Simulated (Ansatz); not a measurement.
Mulliken charges of CH$_{5}$AsN$_{2}$Si (`N=C1[SiH2]N[AsH]1`) from B3LYP/def2-TZVPP in Ansatz (PBE0-D4/def2-TZVP geometry).

| atom | x (Å) | y (Å) | z (Å) | charge (e) |
| --- | --- | --- | --- | --- |
| N1 | -2.054 | 0.238 | 0.854 | -0.201 |
| C2 | -0.939 | -0.011 | 0.340 | -0.138 |
| Si3 | 0.453 | 1.060 | -0.384 | 0.477 |
| N4 | 1.161 | -0.422 | -0.885 | -0.442 |
| As5 | 0.069 | -1.720 | -0.114 | 0.248 |
| H6 | -2.574 | -0.595 | 1.138 | 0.153 |
| H7 | 0.104 | 2.010 | -1.476 | -0.088 |
| H8 | 1.191 | 1.823 | 0.664 | -0.092 |
| H9 | 1.973 | -0.653 | -1.428 | 0.126 |
| H10 | 0.699 | -1.780 | 1.293 | -0.042 |

**Question.** By hand: the dipole of these point charges (1 e Å = 4.8032 D).

**Answer.** Σ q r = (-0.031, -0.224, -0.030) e Å, of length 0.228 e Å = 1.10 D.

**Question.** How does the dipole of the full density compare? (Estimate.)

**Answer.** The calculation gave: (0.251, -0.270, -0.109) e Å, 1.85 D; the point charges give 0.59 times that, at 50° from its direction.

Point charges leave out the atoms' own dipoles, such as those of lone pairs, and Mulliken's split depends on the basis, so the two needn't agree.

B3LYP here is the variant with VWN-RPA as its local correlation; programs differ in this.
